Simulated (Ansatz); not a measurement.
The same path of C3H7ClSi (12 atoms, charge 0, multiplicity 1) was run twice with different band settings. The coordinate that changes most is the dihedral H8–Si1–C2–C3.

The calculation used RKS PBE/6-31G in Ansatz 0.2.0.

Relaxed end points:

```xyz
12
Properties=species:S:1:pos:R:3
Si -1.785 0.508 0.064
C -0.263 -0.450 -0.683
C 1.045 0.130 -0.219
C 1.878 -0.504 0.621
Cl 3.441 0.236 1.195
H -1.655 1.988 -0.231
H -1.839 0.311 1.563
H -3.075 -0.002 -0.549
H -0.346 -0.392 -1.785
H -0.357 -1.514 -0.402
H 1.308 1.131 -0.585
H 1.726 -1.497 1.045
```

```xyz
12
Properties=species:S:1:pos:R:3
Si -1.786 0.505 0.043
C -0.182 -0.186 -0.818
C 1.062 0.169 -0.048
C 1.805 -0.733 0.611
Cl 3.288 -0.271 1.563
H -2.998 0.261 -0.836
H -1.644 1.995 0.272
H -1.998 -0.176 1.377
H -0.144 0.240 -1.838
H -0.294 -1.280 -0.922
H 1.349 1.227 -0.022
H 1.621 -1.807 0.654
```

Common settings: spring 5.0 eV/Å²; optimiser quadratic models (default); start path through a guess of the saddle point; force threshold 0.05 eV/Å; end points relaxed.

| run | movable images | climbing image | iteration limit |
| --- | --- | --- | --- |
| 1 | 7 | yes | 50 |
| 2 | 8 | no | 54 |

Question: What does each run give, and how far can it be trusted?

Answer: Run 1: converged after 7 iterations, highest image 0.066 eV above the first end. A vibrational analysis at the climbing image gives one clearly imaginary mode, 122i cm⁻¹: a first-order saddle point.
Run 2: converged after 7 iterations, highest image 0.064 eV above the first end. No image climbed, so the highest image needn't sit at the top of the path.
Limits of this set-up: no polarisation functions.
